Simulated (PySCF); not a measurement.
Question: Write Cartesian coordinates for InChI=1S/H9N3Si3/c1-4-2-6-3-5-1/h1-3H,4-6H2 as optimised with GFN2-xTB.

Answer: 
```xyz
15
H9N3Si3 angstrom
N      0.856   -1.376    0.041
Si     1.734    0.041    0.487
N      0.728    1.396    0.122
Si    -0.994    1.501    0.101
N     -1.595   -0.097   -0.143
Si    -0.738   -1.522   -0.603
H      1.376   -2.234    0.101
H      2.057   -0.039    1.922
H      2.954    0.180   -0.322
H      1.203    2.282    0.111
H     -1.354    2.397   -1.010
H     -1.542    1.995    1.375
H     -2.597   -0.173   -0.164
H     -1.400   -2.672    0.028
H     -0.692   -1.671   -2.068
```

Orientation and origin are arbitrary. Atoms count from 1 in this order. The 6-membered ring N1–Si2–N3–Si4–N5–Si6 has internal angles of 106.8° to 129.5° (sum 709°, against 720° for a flat polygon); it is puckered, 0.16 Å rms from its mean plane, widest ring torsion 31°. Si2 (SiH2 silicon) is tetrahedral (angles from 107.0° to 112.1°). N1 (nitrogen bridging silicon atoms) is planar (angles 129.5°, 115.3° and 115.0°, sum 359.8°, 0.03 Å off the plane of its three neighbours). All 6 N–Si bonds measure 1.725 to 1.726 Å.

Bonds between heavy atoms (Å): N1–Si2 1.725, Si2–N3 1.726, N3–Si4 1.726, Si4–N5 1.725, N5–Si6 1.726, N1–Si6 1.726.

The geometry is computed with GFN2-xTB (gas phase).

Point group: near Cs, missed by 0.24 Å at most; the miss may be what the optimiser left on a soft mode. No frequency check. One conformer, not necessarily the lowest (Si6–N1–Si2–N3 -2°, N1–Si2–N3–Si4 29°, Si2–N3–Si4–N5 -23°, N3–Si4–N5–Si6 -12°).
